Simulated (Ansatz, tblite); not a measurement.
Forces on FeGe10 at its PBE-D4/def2-SVP geometry. The state is a singlet with charge 0.

The xTB rows come from tblite. Single mean-field runs in def2-TZVP are fitted with def2-universal-jkfit. The restricted singlet is unstable towards broken spin symmetry in Hartree–Fock (as tested in another run); at PBE-D4/def2-TZVP this wasn't settled. Another isomer (singlet) lies 0.77 eV lower at PBE0-D4/def2-TZVP; other spin states weren't run for this one.

GFN1-xTB (tblite), largest force 1.63 eV/Å:

```xyz
11
positions Å, forces eV/Å
Fe   -0.122   -0.222   -0.586    0.354   -0.294    0.484
Ge    2.318    0.443   -0.729   -1.001   -0.459    0.146
Ge    1.873   -2.175   -0.312   -0.924    1.080    0.585
Ge    0.717    1.617    0.856   -0.460   -0.716    0.039
Ge    1.429   -0.778    1.715   -0.670    0.158   -1.064
Ge   -1.443    2.418    2.061    0.586   -1.151   -1.001
Ge   -1.833    1.366   -0.211    0.319   -0.125    0.295
Ge   -1.055   -0.227    1.932    0.606    0.281   -0.704
Ge    0.638   -0.267   -2.738   -0.265    0.243    0.494
Ge   -1.844    0.119   -2.285    0.713    0.303    0.393
Ge   -0.677   -2.293    0.297    0.741    0.679    0.334
```

GFN2-xTB (tblite), largest force 2.08 eV/Å:

```
Fe 0.782 0.407 1.882
Ge -0.691 -0.464 -0.051
Ge -0.819 0.786 -0.296
Ge -0.669 -0.482 -0.345
Ge -0.556 0.096 -1.065
Ge 0.392 -0.819 -0.682
Ge 0.701 -0.423 0.323
Ge 0.054 0.450 -0.734
Ge -0.180 -0.003 1.006
Ge 0.648 -0.498 0.438
Ge 0.339 0.950 -0.475
```

PBE-D4/def2-TZVP (Ansatz), largest force 0.10 eV/Å:

```
Fe 0.065 0.027 0.076
Ge -0.023 -0.022 0.028
Ge -0.049 0.057 0.006
Ge -0.033 -0.019 0.030
Ge -0.039 -0.004 -0.079
Ge 0.024 -0.009 -0.040
Ge -0.038 -0.007 0.021
Ge 0.046 0.020 -0.059
Ge 0.017 -0.013 -0.049
Ge 0.020 0.020 0.022
Ge 0.010 -0.051 0.043
```
